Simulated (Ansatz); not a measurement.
Species: sum formula SiN2H5, net charge 0, doublet state. It need not be the lowest isomer of its formula. 
Geometry from a B3LYP-D3(BJ)/def2-TZVP (Ansatz, an electronic-structure program) optimisation:
```xyz
8

Si     0.0484    -0.5613    -0.0705
N      1.1643     0.6679    -0.5442
N     -1.2133     0.2419     0.7737
H     -0.3212    -1.2141    -1.3713
H      1.5779     1.2780     0.1444
H      1.7875     0.5122    -1.3217
H     -1.8014    -0.2263     1.4412
H     -1.5769     1.1391     0.4886
```
Charge 0, spin multiplicity 2.

Atomisation energy built up term by term with Ansatz (kcal/mol; UHF references for open shells; valence terms freeze the core; atomic spin-orbit terms are left out). Basis-set limits of correlation are two-point, X^-3; Hartree-Fock from the larger set (for Q and 5 zeta extrapolated as (X+1)exp(-9√X)).

```json
[
 {"term": "Hartree-Fock", "basis": "CBS(cc-pV(Q+d)Z,cc-pV(5+d)Z)", "kcal/mol": "___"},
 {"term": "CCSD correlation", "basis": "CBS(cc-pV(Q+d)Z,cc-pV(5+d)Z)", "kcal/mol": "185.88"},
 {"term": "(T)", "basis": "CBS(cc-pV(Q+d)Z,cc-pV(5+d)Z)", "kcal/mol": "___"},
 {"term": "core correlation", "basis": "cc-pwCVTZ", "kcal/mol": "1.29"},
 {"term": "scalar relativity (X2C)", "basis": "cc-pVTZ-DK against cc-pVTZ", "kcal/mol": "-1.25"},
 {"term": "sum: De", "basis": "", "kcal/mol": "___"}
]
```

Question: Complete the blanks.

Answer: 
- Hartree-Fock, kcal/mol: 422.65
- (T), kcal/mol: 10.25
- sum: De, kcal/mol: 618.8
